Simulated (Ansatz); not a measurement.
Basis-set extrapolation for `B[Si](C)(C)F` (PBE0-D4/def2-TZVP geometry, frozen core, the Gaussian-basis code of Ansatz). Multiplicity 1, RHF reference.

|  | def2-TZVPP | def2-QZVPP |
| --- | --- | --- |
| HF | -493.604492 | -493.623468 |
| MP2 correlation | -0.824164 | -0.886771 |
| CCSD(T) correlation | -0.908400 | not run |

Energies in hartree. Use E(X) = E(∞) + A·exp(−7.88·√X) for Hartree–Fock and E(X) = E(∞) + B·X^(−2.97) for correlation, with X = 3 and 4, and add CCSD(T) minus MP2 of the smaller set to the MP2 limit.

Q: What is the CCSD(T) energy at the basis-set limit?

A: HF limit: -493.623468 + (-0.018976) × 0.13774 = -493.62608. MP2 limit: -0.886771 + (-0.062607) × 0.74074 = -0.93315. Higher-order term: -0.908400 − (-0.824164) = -0.08424. Total: -494.64347 hartree, 81.9 kcal/mol below CCSD(T)/def2-TZVPP.
